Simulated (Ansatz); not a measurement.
Mulliken charges of ClGeH$_{2}$N, SMILES `[NH2][Ge][Cl]` from r2SCAN/def2-TZVPP in Ansatz (PBE0-D4/def2-TZVP geometry).

```tsv
atom	x (Å)	y (Å)	z (Å)	charge (e)
N1	-0.494	0.232	-0.426	-0.421
Ge2	-0.111	-1.171	0.652	0.446
Cl3	1.891	-0.450	1.249	-0.372
H4	0.128	1.010	-0.589	0.180
H5	-1.365	0.305	-0.927	0.167
```

By hand: the dipole of these point charges (1 e Å = 4.8032 D).

Σ q r = (-0.750, -0.220, -0.255) e Å, of length 0.822 e Å = 3.95 D.

How does the dipole of the full density compare? (An estimate is asked.)

Ansatz gave: (-0.484, 0.128, -0.334) e Å, 2.89 D; the point charges give 1.37 times that, at 32° from its direction.

Point charges leave out the atoms' own dipoles, such as those of lone pairs, and Mulliken's split depends on the basis, so the two needn't agree.
